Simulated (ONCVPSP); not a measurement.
**Transferability test, ONCV potential for tungsten (W)**

W (Z = 74), optimised norm-conserving Vanderbilt (ONCV), made with ONCVPSP 4.0.1 (Wu-Cohen, scalar-relativistic). Core [Kr] 4d10 4f14, reference 5s2 5p6 5d4 6s2. Waves: 5s+6s: rc 2.05 bohr, ncon 3, nbas 7, qcut 6.7 1/bohr, 2 projectors; 5p: rc 1.30 bohr, ncon 4, nbas 8, qcut 5.8 1/bohr, 3 projectors, debl 3.4 Ha; 5d: rc 1.30 bohr, ncon 4, nbas 8, qcut 7.5 1/bohr, local. Local part: the d channel. Core correction: none.

Energies are relative to the spin-unpolarised reference configuration 5s2 5p6 5d4 6s2; without spin polarisation the order of configurations can differ from experiment.

```tsv
valence configuration	charge	ΔE all-electron (eV)	error AE − PS (meV)
5s2 5p6 5d4 6s1	+1	8.942	-4.8
5s2 5p6 5d4 6s0	+2	24.638	-16
5s2 5p6 5d3 6s0	+3	50.045	-22
5s2 5p6 5d4 6s0 6p2	0	9.403	-5.3
```
